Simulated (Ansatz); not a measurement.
A structure relaxed at r2SCAN-D4/def2-SVP in Ansatz, charge 0, singlet:

```csv
atom,x (Å),y (Å),z (Å)
N1,0.532,-1.849,-0.460
B2,-0.922,-1.271,-0.731
B3,-0.409,-0.805,1.797
N4,-1.411,-0.586,0.579
N5,-0.740,-0.140,-1.830
B6,-1.724,0.963,0.380
B7,1.557,-0.756,0.064
N8,0.941,-0.097,1.333
N9,1.626,0.352,-1.071
B10,0.225,1.034,-1.371
B11,0.723,1.471,1.165
N12,-0.324,1.602,-0.028
H13,0.415,-2.502,0.328
H14,0.896,-2.398,-1.241
H15,-1.659,-2.154,-1.148
H16,-0.211,-2.022,1.970
H17,-0.841,-0.300,2.816
H18,-2.293,-1.015,0.863
H19,-0.507,-0.512,-2.752
H20,-1.668,0.298,-1.916
H21,-2.544,1.114,-0.543
H22,-2.149,1.459,1.407
H23,2.660,-1.256,0.236
H24,1.594,-0.207,2.109
H25,2.103,0.031,-1.915
H26,2.207,1.103,-0.673
H27,0.338,1.863,-2.263
H28,0.285,1.965,2.187
H29,1.796,2.016,0.848
H30,-0.495,2.601,-0.141
```

(1) Give its formula and point group.

(2) Summarise the bond lengths by kind (pairs closer than 1.2 times the sum of covalent radii, bridged metal pairs left out).

Results:

(1) B6N6H18, a cluster cut from wurtzite BN (hydrogen-capped). Point group C3v (tolerance 0.1 Å).

(2) 15 × B–N 1.56 to 1.59 Å; 9 × H–N 1.02 to 1.03 Å; 9 × B–H 1.22 to 1.24 Å.
